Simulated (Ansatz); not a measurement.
Frontier orbitals of C2H6AlF (`C[CH](F)[AlH2]`).

```xyz
10

C     0.928    0.263    0.883
C     0.250   -0.566   -0.189
F     1.154   -0.744   -1.256
Al   -1.452    0.198   -0.885
H     1.861   -0.206    1.207
H     1.165    1.271    0.530
H     0.275    0.354    1.756
H     0.067   -1.571    0.219
H    -1.557    0.726   -2.375
H    -2.690    0.275    0.110
```

Total charge 0; spin multiplicity 1. All single points use the PBE0-D4/def2-TZVP geometry. Basis def2-TZVPP, Ansatz 0.2.0.

Orbital energies of one run (eV). Highest occupied ones, from the top: -7.47, -8.59, -9.47, -10.75, -11.16, -11.18, -12.61, -13.26, -13.77, -17.23, -21.24, -32.81, -73.59, -73.60. Empty: -1.61, 0.63, 1.18, 1.53, 2.02, 2.46.

Task: Which functional gave them?
A. ωB97M-V
B. ωB97X-V
C. PBE0
D. PBE

Result: C. HOMO energies: PBE0 -7.47, ωB97M-V -9.73, ωB97X-V -9.86, PBE -6.10 eV.
